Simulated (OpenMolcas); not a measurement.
## Sn: effect of correlating more closed shells

```json
{
 "Program": "OpenMolcas",
 "Basis": "ANO-RCC-VQZP [8s7p5d3f2g]",
 "Scalar Hamiltonian": "DKH2, point nucleus",
 "Active space": "4 electrons in 4 orbitals (5s 5p)",
 "State averaging": "2S+1 = 3 even, 3 roots; 2S+1 = 1 even, 6 roots; 2S+1 = 5 odd, 1 root; 2S+1 = 3 odd, 5 roots",
 "Spin-orbit coupling": "state interaction with AMFI integrals over the reference wave functions, term energies averaged over their components"
}
```

Methods on the same reference wave functions:
A. CASSCF
B. SS-CASPT2, IPEA 0.25 Eh, imaginary shift 0.1 Eh (closed shells correlated: none)
C. SS-CASPT2, IPEA 0.25 Eh, imaginary shift 0.1 Eh (closed shells correlated: 4d)

Energies in cm-1 above 5s2 5p2 3P0, the measured ground level; measured values from NIST Handbook of Basic Atomic Spectroscopic Data.

| Level | A | B | C | Measured |
| --- | --- | --- | --- | --- |
| 5s2 5p2 3P0 | 0.0 | 0.0 | 0.0 | 0.0 |
| 5s2 5p2 3P1 | 1469 | 1528 | 1486 | 1692 |
| 5s2 5p2 3P2 | 3184 | 3090 | 3040 | 3428 |
| 5s2 5p2 1D2 | 10480 | 8070 | 7940 | 8613 |
| 5s2 5p2 1S0 | 17488 | 15680 | 16930 | 17162 |
| 5s 5p3 5S* 2 | 28027 | 33390 | 38470 | 39626 |

Deviations, from unrounded energies. A percentage is the sum of absolute deviations over the sum of measured energies, with the sign that they share, or ± where signs differ.

```json
{"Against measurement": "mean absolute deviation (cm-1)", "Levels": "5", "A": "2900", "B": "1800", "C": "530"}
{"Against measurement": "fine structure of the ground term (%)", "Levels": "2", "A": "-9.1", "B": "-9.7", "C": "-11.5"}
{"Against measurement": "other terms of the ground configuration (%)", "Levels": "2", "A": "+8.5", "B": "-7.8", "C": "-3.5"}
{"Against measurement": "other configurations (%)", "Levels": "1", "A": "-29.3", "B": "-15.7", "C": "-2.9"}
```

C lies closest to measurement on these levels and A furthest from it. The largest miss of C in the table is 5s 5p3 5S* 2, by -1200 cm-1. The ranking rests on the paired levels alone, and a cruder setting can come out closer through cancelling errors.

Between B and C the level of the table that moves most is 5s 5p3 5S* 2, by 5100 cm-1 (lowest in B, highest in C). Moves below CASPT2's spread within the term are not significant.

From A to B the spin-free energies of the other terms of 5s2 5p2 shown, above 3P, scale by factors of 0.66 to 0.87.

The lowest spin-free term lies below A's lowest term by 0.041 hartree in B, 0.491 hartree in C.

What an inner shell adds also hangs on whether the basis holds functions to correlate it.

CASPT2 does not keep the components of a term degenerate, so their means are used; among the terms shown or strongly mixed into the levels shown the widest spread is 110 cm-1 (5s2 5p2 1D, C). Over all roots computed the reference weight is 0.89 to 0.99 in B, 0.84 to 0.93 in C; the roots of lowest weight are the least certain, and an intruder state may touch them. Terms of s pⁿ other than that of highest spin mix with s² pⁿ⁻² d, which this space lacks; all of them can be thousands of cm-1 off, and some have no real level of that name. Measured partners are found by configuration, term and J. A level has none where our copy of the source lacks it or the pairing is in doubt (some pairs that miss far off the trend of their configuration count as doubtful), and it then counts in no deviation. Only configurations of the active space appear. The table leaves out levels that lie high or whose names do not pair safely across all columns.

* marks odd parity.
